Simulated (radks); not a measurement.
Question: The mean radii <r> (bohr) of the occupied orbitals of an atom or ion are listed with their occupations. Calculated with a radial shooting solver on a logarithmic mesh with Libxc functionals: Dirac Kohn-Sham, PBE, spin-unpolarised, spherical densities, point nucleus.

| orbital | occ. | <r> |
|---|---|---|
| 1s1/2 | 2 | 0.01803 |
| 2s1/2 | 2 | 0.07557 |
| 2p1/2 | 2 | 0.06246 |
| 2p3/2 | 4 | 0.07054 |
| 3s1/2 | 2 | 0.1969 |
| 3p1/2 | 2 | 0.1870 |
| 3p3/2 | 4 | 0.2019 |
| 3d3/2 | 4 | 0.1765 |
| 3d5/2 | 6 | 0.1811 |
| 4s1/2 | 2 | 0.4404 |
| 4p1/2 | 2 | 0.4450 |
| 4p3/2 | 4 | 0.4784 |
| 4d3/2 | 4 | 0.4934 |
| 4d5/2 | 6 | 0.5048 |
| 5s1/2 | 2 | 1.037 |
| 5p1/2 | 2 | 1.138 |
| 5p3/2 | 4 | 1.242 |
| 4f5/2 | 6 | 0.5763 |
| 4f7/2 | 8 | 0.5852 |
| 6s1/2 | 2 | 3.088 |
| 5d3/2 | 4 | 1.896 |
| 5d5/2 | 1 | 1.990 |

Name the element and its charge. Open shells, if any, fill j = l - 1/2 first.

Answer: Z = 75, rhenium, charge 0: Re in [Xe] 4f14 5d5 6s2. The 1s radius gives Z: for a bare nucleus <r> = (2 gamma + 1)/(2Z) with gamma = sqrt(1 - (Z/c)^2), 0.01783 bohr for Z = 75, and screening makes it slightly larger (0.01803 here). The occupations add up to 75, and the charge is Z minus that.
